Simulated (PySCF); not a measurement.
# What a mistake does to a calculation on BCGeH6N

Calculated results; nothing here was measured. The program is PySCF 2.14.0, an open-source quantum chemistry code, run on an isolated molecule that a program drew, which may never have been made. The molecule is BCGeH6N (charge 0, singlet), drawn as the SMILES string `N=B[CH2][GeH3]`.

Each row is a Hartree-Fock (HF) and frozen-core CCSD(T) single point in the cc-pVDZ basis, meant for a local HF minimum. Run 1 is clean. Each other run has one planted mistake out of seven kinds, and not every kind appears here: one electron removed, one electron added, multiplicity raised by two, geometry at a saddle point, minimal basis STO-3G, one bond length entered in bohr, all coordinates scaled. The reference is restricted for singlets and unrestricted otherwise, and also for a bond in bohr. Adding or removing an electron swaps singlet and doublet. Electrons count all cores. HOMO and LUMO are orbital energies over both spins, the gradient is its largest component, and the lowest frequency (negative if imaginary) is given only where the gradient is small. Bond lengths are over the 9 bonds as drawn. T1 is the CCSD diagnostic: over 0.02 (restricted) or 0.045 (unrestricted) a single reference is doubtful. Germanium has the cc-pVDZ-PP basis, with a core potential (ECP10MDF) in place of its 10 inner electrons, and its 3s, 3p and 3d shells are frozen in CCSD(T).

Geometry of the clean run:
```xyz
10
BCGeH6N, angstrom
N    -1.6518    1.0348    1.2988
B    -1.0208    1.0289    0.2427
C    -0.1958    1.0281   -1.0632
Ge    1.7312    1.3587   -0.7773
H    -2.1732    1.0363    2.1331
H    -0.3034    0.0644   -1.5674
H    -0.5752    1.7972   -1.7407
H     1.9363    2.7219   -0.1112
H     2.4441    1.3483   -2.1342
H     2.3246    0.2624    0.1116
```

```
run,electrons,basis functions,<S^2>,HOMO (eV),LUMO (eV),gradient (hartree/bohr),lowest frequency (cm^-1),mean bond (Å),longest bond (Å),T1,HF (hartree),CCSD(T) (hartree),mistake
1,56,95,0.000,-10.80,3.88,2.3e-05,114,1.3906,1.976,0.0135,-413.89175,-414.43948,no fault
2,56,95,2.024,-3.85,0.63,2.2e-01,-,1.3906,1.976,0.0189,-413.67643,-414.18833,multiplicity raised by two
3,56,95,0.000,-11.28,4.27,1.5e-01,-,1.2641,1.796,0.0108,-413.78621,-414.31446,?
4,57,95,0.759,3.20,8.91,5.0e-02,-,1.3906,1.976,0.0245,-413.76076,-414.33042,?
```

**Which mistake was planted in run 3, and what did it cost?**

The mean and the longest bond both change by the same factor, 0.909, and the gradient is no longer small. So the mistake is: all coordinates scaled. Subtracting run 1 and multiplying by 627.51 kcal/mol a hartree, the energy moved by 66.2 kcal/mol in HF and 78.5 kcal/mol in CCSD(T).

**Which mistake was planted in run 4, and what did it cost?**

It counts 57 electrons, one more than the clean run, at the same geometry and basis. So the mistake is: one electron added. Subtracting run 1 and multiplying by 627.51 kcal/mol a hartree, the energy moved by 82.2 kcal/mol in HF and 68.4 kcal/mol in CCSD(T).

Cautions from the logs. Run 4: the HOMO is above zero, so the electron isn't bound and the energy depends on the basis.
